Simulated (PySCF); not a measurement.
Spinor energies of Lu⁺ (lutetium, charge +1)

Start: [Xe] 4f14 6s2. Calculated with PySCF 2.14 in x2c-QZVPPall-2c (16s16p12d6f2g, 184 functions): generalised Hartree-Fock with the X2C-1e Hamiltonian and a Gaussian nucleus; one run each with spin-orbit coupling (SO) switched off, then screened by Boettger's factors.

| spinor shell | electrons | ε, spin-free (eV) | ε, screened SO (eV) | weight of nominal j (screened SO) | rms radius, screened SO (bohr) |
| --- | --- | --- | --- | --- | --- |
| 1s1/2 | 2 | -63658.8 | -63642.3 | 1.000 | 0.0219 |
| 2s1/2 | 2 | -10978.9 | -10973.8 | 1.000 | 0.0884 |
| 2p1/2 | 2 | -9659.5 | -10454.9 | 1.000 | 0.0754 |
| 3s1/2 | 2 | -2553.2 | -2551.7 | 1.000 | 0.227 |
| 3p1/2 | 2 | -2149.9 | -2322.1 | 1.000 | 0.218 |
| 3p3/2 | 4 | -2149.9 | -2078.0 | 1.000 | 0.232 |
| 3d3/2 | 4 | -1661.9 | -1693.0 | 1.000 | 0.206 |
| 3d5/2 | 6 | -1661.9 | -1640.0 | 1.000 | 0.210 |
| 4s1/2 | 2 | -544.85 | -544.46 | 1.000 | 0.509 |
| 4p1/2 | 2 | -410.02 | -449.62 | 1.000 | 0.519 |
| 4p3/2 | 4 | -410.02 | -393.51 | 1.000 | 0.552 |
| 4d3/2 | 4 | -230.90 | -237.15 | 1.000 | 0.585 |
| 4d5/2 | 6 | -230.90 | -226.51 | 1.000 | 0.597 |
| 5s1/2 | 2 | -82.601 | -82.543 | 1.000 | 1.26 |
| 5p1/2 | 2 | -47.771 | -53.048 | 1.000 | 1.41 |
| 5p3/2 | 4 | -47.771 | -45.611 | 1.000 | 1.53 |
| 4f5/2 | 6 | -31.468 | -32.375 | 1.000 | 0.785 |
| 4f7/2 | 8 | -31.468 | -30.590 | 1.000 | 0.802 |
| 6s1/2 | 2 | -12.761 | -12.765 | 1.000 | 3.64 |

(1) Where does 2p3/2 lie, and what is the 2p spin-orbit splitting (screened SO)?

```
   quantity     spin-free   screened SO
E (hartree)  -14552.36762  -14566.86024
        M_J             0             0
       ⟨J²⟩         0.000         0.000
       ⟨L²⟩         0.000         0.111
       ⟨S²⟩         0.000         0.111
```

Breit and QED terms are absent; they matter most for the inner s and p1/2 levels.

Densities and radii are taken from the X2C orbitals without a picture-change correction, which distorts them close to the nucleus.

Without spin-orbit coupling the j labels of p, d and f shells carry no meaning; the spin-free column gives the mean over the occupied spinors of each nl shell.

## Answers

(1) At -9331.7 eV, 1123.2 eV above 2p1/2.
